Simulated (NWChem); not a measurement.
CH$_{7}$NO$_{2}$Si; SMILES O(C)[Si@@H](O)N

```xyz
12

C     -0.0211    -2.2523     0.0597
O      0.4910    -0.9804     0.3986
Si    -0.0654     0.4374    -0.3019
N      1.0949     1.5982     0.2414
O     -1.5964     0.9182     0.1808
H     -0.1162    -2.3963    -1.0424
H     -1.0246    -2.4300     0.5101
H      0.6688    -3.0318     0.4453
H     -0.2505     0.2000    -1.7721
H      1.0432     2.5634    -0.0899
H      2.0660     1.2971     0.3510
H     -1.6058     1.2415     1.1005
```
Atoms are numbered in this order, from 1.

Computed with NWChem. Pople sets run with spherical d functions. Coordinates come from a PBE-D3(BJ)/def2-SVP optimisation. No frequency run checked for a minimum. Level: PBE/6-31G* with SMD (1 M gas to 1 M solution), gas-phase geometry. Reactions with the solvent are ignored.

```
solvent          dielectric constant  solvation free energy (kcal/mol)  cavity-dispersion-structure term (kcal/mol)  dipole in solution (D)
---------------  -------------------  --------------------------------  -------------------------------------------  ----------------------
water                           78.4                              -6.5                                          4.1                    1.47
ethylene glycol                 40.2                              -5.7                                          4.8                    1.46
tetrahydrofuran                 7.43                              -5.3                                          0.2                    1.40
dichloromethane                 8.93                              -5.9                                            ?                    1.41
```

Problem. Some entries are withheld; supply them.

Solution. 
- dichloromethane, cavity-dispersion-structure term (kcal/mol): 0.6
